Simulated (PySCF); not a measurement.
## Calculated data, C2H7BGe

All values are calculated (PySCF 2.14.0). Calculation on a computer-drawn molecule: the log of a Hartree-Fock and frozen-core CCSD(T) single point meant for a local Hartree-Fock minimum, with one planted fault or none, to be diagnosed. Offsets are logged minus clean, where the clean run is the same molecule without the fault. The reference is restricted for singlets and unrestricted otherwise, and also for a bond in bohr or an excited solution. Adding or removing an electron swaps singlet and doublet. The excited solution moves the top pair (singlet) or top alpha electron (doublet) to the lowest empty orbital. Highest occupied and lowest empty are orbital energies over both spins, largest force is the largest gradient component, triples share is (T) over the correlation energy, the T1 limit is 0.02 restricted and 0.045 unrestricted, electrons count all cores, a negative frequency is imaginary (commonest isotopes), and the dipole is about the centre of nuclear charge; on germanium a core potential holds 10 electrons, which the energies leave out, and 3d is frozen in MP2 and coupled-cluster steps.

```xyz
11
formula=C2H7BGe meant_charge=0 meant_multiplicity=1 meant_basis=cc-pVDZ meant_basis_and_core_potential_on_germanium=cc-pVDZ-PP_ECP10MDF logged_electrons=56 logged_basis_functions=100 logged_SCF_converged=yes logged_spin_squared=0 logged_highest_occupied=-7.9139 logged_lowest_empty=0.83601 logged_largest_force=4.664e-05 logged_lowest_frequency=103.21 logged_T1_diagnostic=0.016019 logged_D1_diagnostic=0.066023 logged_triples_share=0.03514 logged_CC_converged=yes logged_dipole_magnitude=1.1044 logged_SCF_stable_within_its_kind=yes logged_energy_HF=-397.79233 logged_energy_CCSD(T)=-398.33062 possible_faults=no_fault,one_electron_removed,one_electron_added,multiplicity_raised_by_two,geometry_at_a_saddle_point,SCF_held_on_an_excited_solution,minimal_basis_STO-3G,one_bond_length_entered_in_bohr,all_coordinates_scaled planted_fault=no_fault HF_energy_offset_from_clean_run=0 CCSD(T)_energy_offset_from_clean_run=0
B     -0.7850     0.9515    -0.5258
Ge    -1.5776     0.2599     1.2384
C     -2.1009     1.4413     2.4563
C     -1.7619    -1.6586     1.5868
H     -0.6892     2.1343    -0.6849
H     -0.4181     0.2147    -1.3964
H     -2.5318     1.1692     3.4135
H     -2.0018     2.5048     2.2711
H     -2.3945    -2.1245     0.8289
H     -2.2105    -1.8192     2.5679
H     -0.7854    -2.1460     1.5613
```

Units: logged_highest_occupied, logged_lowest_empty in eV; logged_largest_force in hartree/bohr; logged_lowest_frequency in cm⁻¹; logged_dipole_magnitude in debye; logged_energy_HF, logged_energy_CCSD(T) in hartree; HF_energy_offset_from_clean_run, CCSD(T)_energy_offset_from_clean_run in kcal/mol.

Drawn bonds:
```tsv
atom	other atom	order
1	2	1
2	3	2
2	4	1
1	5	1
1	6	1
3	7	1
3	8	1
4	9	1
4	10	1
4	11	1
```
